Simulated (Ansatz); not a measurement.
Start from `N[SiH2]CCl` and change one atom or group to get `ClC[SiH2][SbH2]`.

Ansatz, PBE0-D4/def2-TZVP geometries, multiplicity 1. Each molecule was computed in one conformer, which needn't be the lowest.

Elements past krypton have def2 core potentials.

| property | `N[SiH2]CCl` |
| --- | --- |
| HOMO–LUMO gap (B3LYP/def2-TZVPP) / eV | 7.31 |
| HOMO–LUMO gap (ωB97M-V/def2-TZVPP) / eV | 11.75 |
| HOMO energy (ωB97M-V/def2-TZVPP) / eV | -9.77 |
| HOMO energy (PBE/def2-TZVPP) / eV | -6.06 |
| size of the dipole moment (ωB97M-V/def2-TZVPP) / D | 1.61 |
| size of the dipole moment (B3LYP/def2-TZVPP) / D | 1.61 |

(1) What does the change do to each property? (Estimate.)

Answers

(1) The calculation gave: 
```csv
property,`ClC[SiH2][SbH2]`,shift
HOMO–LUMO gap (B3LYP/def2-TZVPP) / eV,6.47,-0.84
HOMO–LUMO gap (ωB97M-V/def2-TZVPP) / eV,10.46,-1.29
HOMO energy (ωB97M-V/def2-TZVPP) / eV,-9.27,0.50
HOMO energy (PBE/def2-TZVPP) / eV,-6.29,-0.23
size of the dipole moment (ωB97M-V/def2-TZVPP) / D,1.48,-0.13
size of the dipole moment (B3LYP/def2-TZVPP) / D,1.49,-0.12
```

With PBE0 the HOMO rises by 0.18 eV and the LUMO falls by 0.74 eV, so the gap narrows by about 0.92 eV. PBE moves the HOMO by -0.23 eV and ωB97M-V by 0.50 eV. Dipoles are sizes alone; their direction can turn.

B3LYP here is the variant with VWN-RPA as its local correlation; programs differ in this.

Spin–orbit coupling is left out; it splits and shifts lone-pair levels of the heavy atoms by tenths of an eV.
